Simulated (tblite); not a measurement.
Species: C₇H₁₁BFN.
Atom-mapped SMILES: `[CH3:1][B:2]([CH3:3])[c:4]1[cH:5][cH:6][c:7]([F:8])[n:9]1[CH3:10]` (hydrogens: H11, H12, H13 on C1; H14, H15, H16 on C3; H17 on C5; H18 on C6; H19, H20, H21 on C10)

Computed with GFN2-xTB (tblite), gas phase: L-BFGS steps from a force-field or distance-geometry start until the largest atomic force falls under 0.01 eV/Å.

Step 0: E = -802.0258 eV
```
atom  x, y, z in Å  |  force x, y, z in eV/Å
C1     -2.0669    1.2024   -1.1675   -0.608  -0.065   0.258
B2     -1.2129    0.1256   -0.3861    1.119  -0.187   0.476
C3     -1.9275   -1.2096    0.1350   -0.629   0.595  -0.233
C4      0.3330    0.4251   -0.1285   -2.766  -0.739  -0.328
C5      0.9575    1.5849   -0.5241   -0.597   0.668  -0.577
C6      2.2746    1.5007   -0.1485    1.407   0.398   0.206
C7      2.4150    0.2900    0.4811    0.845   0.027   0.221
F8      3.5770   -0.1802    1.0185   -0.836  -0.124  -0.171
N9      1.2457   -0.3804    0.5067    0.595  -0.544   0.419
C10     1.0380   -1.7021    1.0983    0.433   0.219   0.090
H11    -3.1311    0.8708   -1.2770    0.885   0.460  -0.014
H12    -2.0647    2.1630   -0.6101   -0.025  -0.516  -0.574
H13    -1.6489    1.3595   -2.1673   -0.215   0.195   0.277
H14    -1.8706   -1.2740    1.2333    0.022  -0.248  -0.534
H15    -1.4786   -2.0883   -0.3360   -0.189   0.074   0.368
H16    -3.0126   -1.1900   -0.1364    0.866  -0.199   0.270
H17     0.5084    2.4212   -1.0541    0.115  -0.467   0.270
H18     3.0518    2.2345   -0.3080   -0.131  -0.252   0.100
H19     0.7129   -2.4135    0.3197    0.013   0.322   0.406
H20     1.9951   -2.0850    1.5319   -0.633   0.474  -0.385
H21     0.2958   -1.6375    1.9187    0.331  -0.089  -0.545
```

Q: Estimate the geometry and energy of step 1. (The exact step hangs on the optimiser's Hessian estimate; all steps are aligned on step 0, rigid shifts and turns removed.)

A: E = -802.1771 eV, largest force 1.199 eV/Å
```
atom  x, y, z in Å  |  force x, y, z in eV/Å
C1     -2.0755    1.2015   -1.1638    0.172  -0.172   0.142
B2     -1.1969    0.1229   -0.3793   -0.114  -0.169   0.151
C3     -1.9365   -1.2011    0.1317    0.080   0.257  -0.116
C4      0.2935    0.4145   -0.1332    0.223   0.171   0.002
C5      0.9489    1.5944   -0.5324    0.295  -1.048   0.503
C6      2.2947    1.5063   -0.1456   -0.685  -0.295  -0.003
C7      2.4270    0.2904    0.4842   -0.214   0.231  -0.155
F8      3.5650   -0.1820    1.0160   -0.275  -0.327   0.077
N9      1.2542   -0.3882    0.5127   -0.012   0.423  -0.205
C10     1.0442   -1.6989    1.0996    0.182   0.129  -0.027
H11    -3.1184    0.8773   -1.2772    0.352   0.242  -0.023
H12    -2.0650    2.1556   -0.6183   -0.054  -0.244  -0.369
H13    -1.6520    1.3623   -2.1633   -0.229   0.149   0.297
H14    -1.8703   -1.2775    1.2257   -0.005  -0.205  -0.396
H15    -1.4813   -2.0873   -0.3308   -0.229   0.164   0.353
H16    -3.0002   -1.1929   -0.1325    0.298  -0.108   0.102
H17     0.5101    2.4145   -1.0502   -0.152   0.103  -0.085
H18     3.0499    2.2309   -0.3066    0.380   0.227  -0.004
H19     0.7131   -2.4090    0.3255    0.007   0.251   0.309
H20     1.9860   -2.0782    1.5264   -0.231   0.273  -0.181
H21     0.3006   -1.6387    1.9109    0.211  -0.054  -0.372
```

The energy changes by -0.1513 eV. The first-order estimate −F·Δx gives -0.3136 eV and the mean of the old and new forces, exact on a quadratic surface, -0.1511 eV. The step makes an angle of 0° with the force vector and moves no atom by more than 0.041 Å.

What follows is the cost of the whole relaxation. Hardware: Arm Neoverse V1, one thread, on a shared host. Cost: 0.22 s.
